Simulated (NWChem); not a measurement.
Molecule: C2H4ClFSi; SMILES F[SiH](Cl)C=C

```xyz
9

Si     0.3454    -0.0097     0.3267
F      1.8413    -0.3084    -0.2200
Cl    -0.7650    -1.6959    -0.0699
C     -0.3764     1.4517    -0.5396
C     -0.7164     2.5570     0.1344
H      0.4217     0.2011     1.7922
H     -0.5384     1.4145    -1.6241
H     -0.5778     2.6410     1.2189
H     -1.1509     3.4319    -0.3615
```
Atoms are numbered in this order, from 1.

All runs: NWChem. The geometry was optimised at PBE0/def2-SVP. Total energies compare along this basis series because the functional is fixed.

```tsv
level	basis functions	energy (Ha)	highest occupied level (eV)	orbital gap (eV)	dipole (D)
B3LYP/cc-pVDZ	98	-928.2804	-8.22	7.09	2.50
B3LYP/aug-cc-pVDZ	159	-928.3039	-8.38	6.96	2.55
B3LYP/cc-pVTZ	214	-928.3905	-8.34	7.03	2.45
```
